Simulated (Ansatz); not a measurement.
Calculated with Ansatz (gas phase, PBE0-D4/def2-TZVP geometries, no zero-point term in ΔE). CCSD(T)/CBS adds triple-zeta CCSD(T) − MP2 to the extrapolated MP2 energy (def2 sets, frozen cores). Functionals use def2-TZVPP. B3LYP here is the variant with VWN-RPA as its local correlation; programs differ in this. For Ti outer-core shells are correlated without core-valence functions, which leaves a few kJ/mol of doubt a bond. Scalar relativity is left out up to krypton. Each species was taken in one conformer, which may not be the lowest.

Reaction (redistribution): `CC[SiH]([SiH3])Cl` + `[NH2][Ti]([OH])([Cl])[Cl]` → `CC[SiH](O)[SiH3]` + `[NH2][Ti]([Cl])([Cl])[Cl]`

| level | ΔE (kcal/mol) | difference from CCSD(T)/CBS |
| --- | --- | --- |
| PBE-D4 | 0.6 | 1.3 |
| r2SCAN-D4 | -0.5 | 0.2 |
| PBE0-D4 | 0.6 | 1.3 |
| B3LYP-D4 | -0.4 | 0.3 |
| ωB97X-V | 1.4 | 2.1 |
| ωB97M-V | 0.8 | 1.5 |
| B2PLYP | -1.6 | -0.9 |
| PBE | 0.5 | 1.2 |
| r2SCAN | -0.6 | 0.1 |
| PBE0 | 0.5 | 1.2 |
| B3LYP | -0.7 | 0.0 |
| HF/def2-TZVPP | 0.0 | 0.7 |
| MP2/def2-TZVPP | -1.8 | -1.1 |
| SCS-MP2/def2-TZVPP | -1.4 | -0.7 |
| CCSD/def2-TZVPP | 0.3 | 1.0 |
| CCSD(T)/def2-TZVPP | -0.7 | 0.0 |
| HF/def2-QZVPP | -0.4 | 0.3 |
| MP2/def2-QZVPP | -2.0 | -1.3 |
| SCS-MP2/def2-QZVPP | -1.5 | -0.8 |
| HF/CBS(def2) | -0.5 | 0.2 |
| MP2/CBS(def2) | -1.8 | -1.1 |
| CCSD/CBS(def2) | 0.3 | 1.0 |
| CCSD(T)/CBS | -0.7 | 0 |

Largest T1 diagnostic among the species: 0.025, so the coupled-cluster value is less sure than usual.
